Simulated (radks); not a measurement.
Effect of the nuclear size on the tellurium ion Te10+, [Kr] 4d6. Method: Dirac Kohn-Sham, PBE, spin-unpolarised, spherical densities, finite nucleus; open shells fill j = l - 1/2 first; Fermi nuclear charge, rms radius 4.7423 fm; computed with a radial shooting solver on a logarithmic mesh with Libxc functionals. The rms radius is varied about that value; shifts are against it.

rms radius (fm)	total energy shift (eV)	density at nucleus (e/bohr^3)	1s1/2 shift (meV)	2s1/2 shift (meV)	4s1/2 shift (meV)	4p1/2 shift (meV)	4d5/2 shift (meV)	5s1/2 (empty) shift (meV)
4.031	-1.48	2.342e+05	-618	-71.9	-3.12	0.165	0.165	-0.854
4.4578	-0.614	2.303e+05	-257	-29.9	-1.30	0.069	0.069	-0.355
4.7423	0	2.279e+05	0.000	0.000	0.000	0.000	0.000	0.000
4.9747	0.525	2.261e+05	220	25.6	1.11	-0.059	-0.059	0.304
5.5817	2.00	2.219e+05	835	97.3	4.21	-0.223	-0.223	1.15

Slopes of the eigenvalues against <r^2> in GHz/fm^2, as finite differences over the two radii next to the reference (eigenvalue slopes, not the field-shift constants of lines): 1s1/2 23700, 2s1/2 2760, 4s1/2 119, 4p1/2 -6.33, 4d5/2 -6.32, 5s1/2 (empty) 32.7.
